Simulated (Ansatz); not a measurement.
Basis-set extrapolation for C2H3Cl2Si, SMILES `[CH]=C[SiH](Cl)Cl` radical (PBE0-D4/def2-TZVP geometry, frozen core, Ansatz 0.2.0). Multiplicity 2, UHF reference.

```
                       def2-TZVPP    def2-QZVPP
                 HF  -1285.516458  -1285.554188
    MP2 correlation     -0.767040     -0.835378
CCSD(T) correlation     -0.870905       not run
```

Energies in hartree. Use E(X) = E(∞) + A·exp(−7.88·√X) for Hartree–Fock and E(X) = E(∞) + B·X^(−2.97) for correlation, with X = 3 and 4, and add CCSD(T) minus MP2 of the smaller set to the MP2 limit.

**Question.** What is the CCSD(T) energy at the basis-set limit?

**Answer.** HF limit: -1285.554188 + (-0.037730) × 0.13774 = -1285.55938. MP2 limit: -0.835378 + (-0.068338) × 0.74074 = -0.88600. Higher-order term: -0.870905 − (-0.767040) = -0.10386. Total: -1286.54924 hartree, 425.0 kJ/mol below CCSD(T)/def2-TZVPP.

The UHF reference is spin-contaminated (⟨S²⟩ = 0.92, T1 = 0.027).
